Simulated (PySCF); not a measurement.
Al(F)(OMe)(SeH) (CH4AlFOSe), SMILES [Al]([O]C)([SeH])[F]. Heavy atoms are numbered as in [Al:1]([F:2])([O:3][CH3:4])[SeH:8]. Hydrogens are named by the atom that carries them.

Geometry: PBE0-D3(BJ)/def2-SVP. Other conformers were not sampled.

Calculation: KT2/pcSseg-1 run with PySCF.

GIAO shieldings, no solvent; atoms alike by connectivity are averaged. δ = σ(ref) − σ: ¹⁹F against CFCl3 (σ = 127.1 ppm); ¹⁷O against H2O (σ = 330.4 ppm); ¹³C against TMS (σ = 185.1 ppm); ¹H against TMS (σ = 31.47 ppm); ⁷⁷Se against Me2Se (σ = 1692.1 ppm), references at their B3LYP-D3(BJ)/def2-TZVP geometries, non-relativistic.

| nucleus | atoms | count | δ (ppm) |
|---|---|---|---|
| ¹⁹F | F2 | 1 | -180.2 |
| ¹⁷O | O3 | 1 | 33.6 |
| ¹³C | C4 (CH3) | 1 | 58.6 |
| ¹H | H on C4 | 3 | 4.43 |
| ¹H | H on Se8 | 1 | 0.10 |
| ⁷⁷Se | Se8 (SeH) | 1 | -649.3 |
